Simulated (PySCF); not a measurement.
Calculation: B3LYP-D3(BJ)/def2-TZVP (PySCF). Gas-phase values, no solvent. One relaxed conformer stands for a flexible species; it need not be the lowest. B3LYP has the VWN-RPA correlation part, as in Gaussian. Excitations are Tamm–Dancoff values on a coarser integration grid. The basis has no diffuse functions, so Rydberg states are missing or too high.

Reference species (SMILES): `C/C=C/C=O` (C–C–C–O torsion 0°) (neutral, multiplicity 1).

```json
{
  "S1 excitation (TDA)": "3.55 eV",
  "T1 excitation (TDA)": "3.06 eV",
  "HOMO–LUMO gap": "5.12 eV"
}
```

Changed species: `C(=O)CC=C` (C–C–C–C torsion -120°, C–C–C–O torsion 131°).

Problem. Give the shifts of the S1 excitation (TDA), T1 excitation (TDA) and HOMO–LUMO gap.

Solution. the S1 excitation (TDA) goes up by 0.70 eV, to 4.25 eV; the T1 excitation (TDA) increases by 0.57 eV, to 3.63 eV; the HOMO–LUMO gap goes up by 0.80 eV, to 5.92 eV.
